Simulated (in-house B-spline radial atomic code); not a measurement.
The numbers below are computed, except where a source is named.
## Correlation energy from the adiabatic connection: ω²r²/2 − Z/r, ω = 0.165, Z = 2

Two electrons in a singlet, external potential ω²r²/2 − Z/r, ω = 0.165, Z = 2 (atomic units). Full CI in B-splines (partial waves to l = 8, correlation up to 0.6 % small) with the density held fixed gives W(λ) = <V_ee>_λ − U, and E_c is the integral of W(λ) − W(0) from 0 to 1.

```json
{"λ": "0", "W(λ) − W(0) (hartree)": "0.00000"}
{"λ": "0.02", "W(λ) − W(0) (hartree)": "-0.00191"}
{"λ": "0.05", "W(λ) − W(0) (hartree)": "-0.00474"}
{"λ": "0.12", "W(λ) − W(0) (hartree)": "-0.01120"}
{"λ": "0.25", "W(λ) − W(0) (hartree)": "-0.02270"}
{"λ": "0.4", "W(λ) − W(0) (hartree)": "-0.03520"}
{"λ": "0.6", "W(λ) − W(0) (hartree)": "-0.05072"}
{"λ": "0.8", "W(λ) − W(0) (hartree)": "-0.06505"}
{"λ": "1", "W(λ) − W(0) (hartree)": "-0.07832"}
```

**Question.** Integrate the table by the trapezoid rule.

**Answer.** The strips give -0.00002, -0.00010, -0.00056, -0.00220, -0.00434, -0.00859, -0.01158, -0.01434, which sum to -0.04173 hartree. The direct value, W(1) − W(0) + T_c with T_c = 0.03652, is -0.04180; the curve is convex, so chords lie above it and the trapezoids fall short in size by 0.18 %.

**Question.** Now use only three numbers: W(0) = -1.0407, the initial slope W'(0) = -0.09584 (extrapolated from the first points) and the strong-coupling limit of the point-charge-plus-continuum model, W∞ = -1.4824. What do second-order theory and the interpolation W(λ) = W∞ + (W(0) − W∞)/√(1 + 2χλ) of Seidl, Perdew and Levy give?

**Answer.** Second order keeps the slope alone: E_c = W'(0)/2 = -0.04792, +15 % in size against -0.04180. Matching the slope fixes χ = W'(0)/(W∞ − W(0)) = -0.09584/(-0.44170) = 0.21698. Integrating, with s = √(1 + 2χ) = 1.197481, E_c = −(W(0) − W∞)(s − 1)/(s + 1) = −0.44170 × 0.197481/2.197481 = -0.03969 hartree, -5.0 % in size against the full result. At λ = 1 the formula gives W − W(0) = -0.07284 against -0.07832. Part of the miss can come from the model's W∞.
